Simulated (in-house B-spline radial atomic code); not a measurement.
Sr. Computed with a B-spline radial atomic code. Model: non-relativistic spherical atom: semilocal Troullier-Martins pseudo-atom, one channel per l, against all electrons, high spin, G0W0 and RPA with empty states to l = 8, local potential for every l without a channel, a model core (radius 0 = none) keeps its share of the functional.

Without relativity these are model numbers for so heavy an element.

What the tables leave out is listed at the end.

The pseudopotential gives back the lowest level of each angular momentum of its own functional in the configuration it was made in; a second state of the same l is only approximately right. Exact exchange, RPA and GW see the smooth pseudo-orbitals and miss the exchange with the core, for which the functional's share stands in. The column with an uncorrelated core keeps all orbitals and exact exchange, and so separates missing core correlation from pseudisation. Only the three outermost levels and the lowest empty one were computed. RPA here is direct RPA, with no exchange kernel, and its energies carry an (l + 1/2)⁻⁴ tail. A hybrid on a potential with a model core restores only its own semilocal share of the core's exchange.

Command:
```bash
python run_psgw.py task.json out
```
Settings (lengths in bohr, energies in hartree):
```
Z                      38
electrons              38
configuration          [Kr] 5s2
generated_in           [Kr] 5s2
functional             lda,vwn
core_shells            6
radius_factor          1.3
core_correction        False
ion_configuration      [Kr] 5s1
```

Cost of the run: 76 s on 1 thread of Arm Neoverse N1 (shared host).

Given: made with LDA VWN5; model core radius 0 bohr; local radius 1.734 bohr; mean-field start LDA VWN5.

Valence shells of the generating configuration: 4s, 4p, 5s.

Channel: s 1.565, p 1.73, d 2.69 (radii in bohr).

Computed: largest level miss in the spin-unpolarised generating configuration 0.063 eV; valence RPA correlation energy pseudo -0.51185 hartree; all-electron RPA polarisability, core included 134.41 bohr³; ionisation by mean-field all-electron 5.7786 eV; ionisation by mean-field pseudo minus all 0.088 eV; ionisation by RPA all-electron 6.0499 eV; ionisation by RPA pseudo minus all 0.086 eV.

```tsv
level	occupied	mean-field all-electron (eV)	mean-field pseudo minus all (eV)	G0W0 all-electron (eV)	G0W0 uncorrelated core minus all (eV)	G0W0 pseudo minus all (eV)	exchange self-energy all-electron (eV)	exchange self-energy pseudo (eV)
5s	1	-3.5863	-0.063	-5.6821	0.025	-0.101	-6.9425	-6.5457
```

Task: What is the pseudo-atom RPA polarisability?

Result: 130.21 bohr³.

Task: What is the valence RPA correlation energy all-electron orbitals?

Result: -0.4907 hartree.

Given: mean-field start PBE0.

Computed: valence RPA correlation energy all-electron orbitals -0.44985 hartree; valence RPA correlation energy pseudo -0.47071 hartree; all-electron RPA polarisability, core included 121.82 bohr³; ionisation by mean-field all-electron 5.5366 eV; ionisation by RPA all-electron 5.8598 eV; ionisation by RPA pseudo minus all 0.087 eV.

| level | occupied | mean-field all-electron (eV) | mean-field pseudo minus all (eV) | G0W0 all-electron (eV) | G0W0 uncorrelated core minus all (eV) | G0W0 pseudo minus all (eV) | exchange self-energy all-electron (eV) | exchange self-energy pseudo (eV) |
| --- | --- | --- | --- | --- | --- | --- | --- | --- |
| 5s | 1 | -3.9936 | -0.068 | -5.7599 | 0.025 | -0.084 | -6.6724 | -6.3426 |
| 5p (empty) | 0 | -0.9469 | -0.012 | -0.20841 | 0.01 | -0.001 | -1.3862 | -1.207 |

Task: What is the pseudo-atom RPA polarisability?

Result: 117.87 bohr³.

Task: What is the ionisation by mean-field pseudo minus all?

Result: 0.084 eV.

Given: mean-field start Hartree-Fock.

Computed: valence RPA correlation energy all-electron orbitals -0.36756 hartree; valence RPA correlation energy pseudo -0.38611 hartree; all-electron RPA polarisability, core included 101.19 bohr³; pseudo-atom RPA polarisability 97.455 bohr³; ionisation by RPA all-electron 5.5096 eV; ionisation by RPA pseudo minus all 0.087 eV.

| level | occupied | mean-field all-electron (eV) | mean-field pseudo minus all (eV) | G0W0 all-electron (eV) | G0W0 uncorrelated core minus all (eV) | G0W0 pseudo minus all (eV) | exchange self-energy all-electron (eV) | exchange self-energy pseudo (eV) |
| --- | --- | --- | --- | --- | --- | --- | --- | --- |
| 5s | 1 | -4.8561 | -0.089 | -5.7206 | 0.024 | -0.081 | -6.2552 | -6.0146 |
| 4p | 1 | -29.883 | -0.153 | -29.714 | 0.201 | 0.018 | -27.001 | -23.042 |

Task: What is the ionisation by mean-field all-electron?

Result: 4.6728 eV.

Task: What is the ionisation by mean-field pseudo minus all?

Result: 0.084 eV.

Among the listed levels the largest G0W0 shift of the pseudo-atom is -0.10 eV, for 5s on the LDA VWN5 start, while leaving the core uncorrelated moves that level by +0.03 eV. The rest, -0.13 eV, comes from pseudisation and the lost core exchange. Not in the tables (levels of low weight, unsolved or above zero; the highest and the empty levels are kept at any weight): on LDA the G0W0 levels 4p (pseudo minus all -0.70 eV, weights 0.07 and 0.05), 4s (pseudo minus all +1.13 eV, weights 0.04 and 0.03), 4d (pseudo minus all -0.02 eV, weights 0.47 and 0.44); on PBE0 the G0W0 levels 4p (pseudo minus all -0.09 eV, weights 0.57 and 0.56), 4s (pseudo minus all +0.06 eV, weights 0.45 and 0.51); on Hartree-Fock the G0W0 levels 4s (pseudo minus all +0.65 eV, weights 0.50 and 0.42).
